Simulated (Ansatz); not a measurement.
`C[SiH](F)S` and `O[SiH2][SiH](F)S` differ in one atom or group.

Ansatz, PBE0-D4/def2-TZVP geometries, multiplicity 1. Each molecule was computed in one conformer, which needn't be the lowest.

| property | `C[SiH](F)S` |
| --- | --- |
| HOMO energy (B3LYP/def2-TZVPP) / eV | -7.52 |
| LUMO energy (PBE/def2-TZVPP) / eV | -0.59 |
| HOMO energy (ωB97M-V/def2-TZVPP) / eV | -10.01 |
| LUMO energy (PBE0/def2-TZVPP) / eV | 0.34 |
| HOMO energy (PBE0/def2-TZVPP) / eV | -7.79 |
| HOMO–LUMO gap (ωB97M-V/def2-TZVPP) / eV | 12.14 |

Q: Give the same properties after the change, and the shifts. (An estimate is asked.)

A: The calculation gave: 
| property | `O[SiH2][SiH](F)S` | shift |
| --- | --- | --- |
| HOMO energy (B3LYP/def2-TZVPP) / eV | -7.78 | -0.26 |
| LUMO energy (PBE/def2-TZVPP) / eV | -1.69 | -1.10 |
| HOMO energy (ωB97M-V/def2-TZVPP) / eV | -10.09 | -0.08 |
| LUMO energy (PBE0/def2-TZVPP) / eV | -0.85 | -1.19 |
| HOMO energy (PBE0/def2-TZVPP) / eV | -8.01 | -0.22 |
| HOMO–LUMO gap (ωB97M-V/def2-TZVPP) / eV | 10.99 | -1.15 |

With PBE0 the HOMO falls by 0.22 eV and the LUMO falls by 1.19 eV, so the gap narrows by about 0.97 eV. PBE moves the HOMO by -0.24 eV and ωB97M-V by -0.08 eV.

B3LYP here is the variant with VWN-RPA as its local correlation; programs differ in this.
